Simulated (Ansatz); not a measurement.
B(NH2)3 (BN3H6), relaxed as a singlet with RKS PBE-D4/def2-SVP in Ansatz, starting from the GFN2-xTB geometry. Force threshold 0.02 eV/Å.

Start:

Cartesian coordinates in Å:
```
B 0.002 0.000 0.001
N 0.185 0.699 -1.217
H 0.327 0.239 -2.096
H 0.218 1.698 -1.278
N -0.190 0.717 1.208
H -0.255 0.270 2.102
H -0.131 1.716 1.264
N 0.013 -1.418 0.013
H 0.040 -1.965 -0.826
H -0.208 -1.954 0.830
```

| step | energy (eV) | largest force component (eV/Å) | SCF passes |
| --- | --- | --- | --- |
| 1 | -5236.8264 | 0.678 | 23 |
| 2 | -5236.8800 | 0.153 | 28 |
| 3 | -5236.8851 | 0.042 | 28 |
| 4 | -5236.8853 | 0.575 | 25 |
| 5 | -5236.8930 | 0.086 | 27 |
| 6 | -5236.8933 | 0.005 | 28 |

Force components are those of the run's own axes.

End:

```xyz
10

B    -0.016   -0.001    0.001
N     0.101    0.707   -1.246
H     0.371    0.236   -2.107
H     0.272    1.709   -1.283
N    -0.265    0.720    1.222
H    -0.137    0.278    2.130
H    -0.170    1.733    1.273
N     0.093   -1.440    0.030
H     0.041   -1.977   -0.835
H    -0.291   -1.965    0.814
```

By distances, no bond broke or formed. The bond that changes most is B1–N8, from 1.42 to 1.44 Å (atoms count from 1).

No frequencies were taken in this run, so the end may be a saddle point.

Run time 7 s (2 threads of Arm Neoverse V2 on a shared host).
